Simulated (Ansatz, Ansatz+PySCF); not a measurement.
```xyz
2

Mn    0.0000    0.0000    0.0000
H     0.0000    0.0000    3.1140
```

Basis set: def2-SVP (spherical functions). Charge 0, multiplicity 7.

Computed with Ansatz (development build ahead of 0.2.0); each method stands on the lowest determinant of its kind that the runs found.

The atomization energy at this shape (free ground-state atoms in the same class of orbitals less the molecule, no zero-point energy) of septet MnH:

| method | atomization energy |
| --- | --- |
| PBE0 (unrestricted) | 0.15 eV |

(1) What does UHF give?

## Answers

(1) 0.03 eV. Caution: the shape is not the minimum. Caution for PBE0 (unrestricted): charge can spread falsely over distant fragments.
